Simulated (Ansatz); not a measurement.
`[F][GeH2][SH]` + `C[SeH]` → `C[Se][GeH2][F]` + H₂S at 400 K and 1 bar (ligand exchange at a Ge–S bond).

Program: Ansatz. Geometries: PBE0-D4/def2-TZVP. ΔE: electronic, gas phase. CCSD(T)/CBS is the MP2 limit (def2-TZVPP, def2-QZVPP) plus CCSD(T) − MP2 in def2-TZVPP, frozen cores. This one scheme is used for every species. For Ge, Se outer-core shells are correlated without core-valence functions, which leaves a few kJ/mol of doubt a bond. Scalar relativity is left out up to krypton. Each species was taken in one conformer, which may not be the lowest.

```csv
species,CCSD(T)/CBS energy (Eh),H − E (kJ/mol),S (J/(mol·K))
`[F][GeH2][SH]`,-2575.53651,96.6,330.5
`C[SeH]`,-2441.15625,135.4,284.5
`C[Se][GeH2][F]`,-4617.72550,179.7,394.0
H₂S,-398.97279,53.4,215.9
```

H − E and S are ideal-gas, rigid-rotor, harmonic terms from PBE0-D4/def2-TZVP, for one conformer and one mirror image of each species. 1 Eh = 2625.50 kJ/mol, R = 8.31446 J/(mol·K).

Q: By hand: ΔE, ΔH, ΔS and ΔG.

A: ΔE = (-4617.72550) + (-398.97279) − (-2575.53651) − (-2441.15625) = -0.00553 Eh = -14.5 kJ/mol. Δ(H − E) = 179.7 + 53.4 − 96.6 − 135.4 = 1.1, so ΔH = -13.4 kJ/mol. ΔS = 394.0 + 215.9 − 330.5 − 284.5 = -5.1 J/(mol·K). ΔG = -13.4 − 400 × (-5.1)/1000 = -11.4 kJ/mol.

Q: By hand: the equilibrium constant, and the temperature at which ΔG would vanish if ΔH and ΔS stayed fixed.

A: log₁₀ K = −ΔG/(RT ln 10) = 1.5. ΔG = 0 at ΔH/ΔS = 2627 K, far beyond where these terms or the molecules hold.

The number of gas molecules stays the same, so ΔS is small and ΔH decides. A doubt of 5 kJ/mol in ΔE shifts log₁₀ K by 0.7 here. Other conformers and mirror images would add mixing entropy, several J/(mol·K) or more a flexible species. Modes under 60 cm⁻¹, often nearly free rotors, make the harmonic entropy too high. These are equilibria of isolated gas molecules and say nothing of rates. Largest T1 diagnostic: 0.012 (customary marks: 0.02 for closed shells, 0.045 for open ones).
